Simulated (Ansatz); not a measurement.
`CCCCCCCCO` + `CCCCC` → `CCCCCCCCCCO` + `CCC`  (formal exchange of groups at a C–C bond)

Computed with Ansatz on PBE0-D4/def2-TZVP structures; ΔE is electronic, products minus reactants. CCSD(T)/CBS is the MP2 limit (def2-TZVPP, def2-QZVPP) plus CCSD(T) − MP2 in def2-TZVPP, frozen cores. One conformer a species, not always the lowest.

| species | CCSD(T)/CBS(def2) energy (Eh) |
| --- | --- |
| `CCCCCCCCO` | -390.44383 |
| `CCCCC` | -197.50171 |
| `CCCCCCCCCCO` | -468.96801 |
| `CCC` | -118.98051 |

Task: Work out ΔE.

Result: ΔE = (-468.96801) + (-118.98051) − (-390.44383) − (-197.50171) = -0.00298 Eh = -7.8 kJ/mol.

Largest T1 diagnostic among the species: 0.009.

In def2-TZVPP, CCSD(T) changes the Hartree–Fock value by −5.6 kJ/mol (the triples alone add −0.7 kJ/mol) and MP2 by −6.8 kJ/mol. The D4 term adds −5.0 kJ/mol with B3LYP and −3.6 kJ/mol with PBE0; it sums over pairs of atoms, weighted by their polarisabilities, and B3LYP, whose exchange is more repulsive, gets the larger term.

B3LYP here is the variant with VWN-RPA as its local correlation; programs differ in this.
